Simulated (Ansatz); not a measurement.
SnH6SeO, singlet: at the start structure of a reaction step.

Input (in.yaml):

```yaml
crystal:
  periodic: [false, false, false]
  atoms:
    - {symbol: Sn, position_ang: [-1.160909, 0.163000, -0.753494]}
    - {symbol: O, position_ang: [-0.316279, 0.991989, 0.837827]}
    - {symbol: H, position_ang: [-1.067148, -1.528810, -0.573301]}
    - {symbol: H, position_ang: [-2.785571, 0.697700, -0.755905]}
    - {symbol: H, position_ang: [-0.269087, 0.756798, -2.068219]}
    - {symbol: H, position_ang: [1.605620, 0.176001, 0.828162]}
    - {symbol: Se, position_ang: [2.668654, -0.581885, 0.139554]}
    - {symbol: H, position_ang: [-0.932977, 1.155525, 1.554516]}
    - {symbol: H, position_ang: [2.257696, -1.830318, 0.790859]}
basis:
  gaussian: {orbitals: def2-TZVPP}
hamiltonian: {xc: {name: B3LYP}, dispersion: d4}
```

Command:

```bash
ansatz run in.yaml --threads 4 --pin off --events-out ev --progress --plain --max-ram 9574MiB
```

The run's output (Ansatz 0.2.0):

```
Functional definition: B3LYP
  name "B3LYP"
  cite "Stephens, Devlin, Chabalowski & Frisch, J. Phys. Chem. 98, 11623 (1994) doi:10.1021/j100096a001"
  cite "Becke, Phys. Rev. A 38, 3098 (1988) doi:10.1103/PhysRevA.38.3098"
  cite "Lee, Yang & Parr, Phys. Rev. B 37, 785 (1988) doi:10.1103/PhysRevB.37.785"
  cite "Vosko, Wilk & Nusair, Can. J. Phys. 58, 1200 (1980) doi:10.1139/p80-159"
  parameter a0 = 0.2
  parameter ax = 0.72
  parameter ac = 0.81
  exchange = (1 - a0 - ax)*slater_x + ax*b88_x + a0*exact_x
  correlation = (1 - ac)*vwn_rpa_c + ac*lyp_c
1346 factors; their error is unknown
mean field evaluation 1: about -73323.2662 eV, gradient 6.1e1 eV
mean field evaluation 2: about -73291.6864 eV, gradient 1.4e2 eV
mean field evaluation 4: about -73329.4704 eV, gradient 4.6e0 eV
mean field evaluation 8: about -73329.5101 eV, gradient 5.4e-2 eV
mean field evaluation 16: about -73329.9009 eV, gradient 5.5e-5 eV
mean field -73329.90088240 eV, -2694.8241526361 hartree, gradient 5.5e-5 eV, S^2 0.000000; 0 other end points of the search recorded, 0 dependent functions left out
reference -73329.90118058 eV, -2694.8241635939 hartree; 35, 35 occupied and 178, 178 virtual orbitals, 1346 factors
Total energy: -73330.16862105 eV, -2694.8339918499 hartree
```

The run took about 1.2 s on 4 CPU threads of an Intel Xeon 6975P-C (shared host).
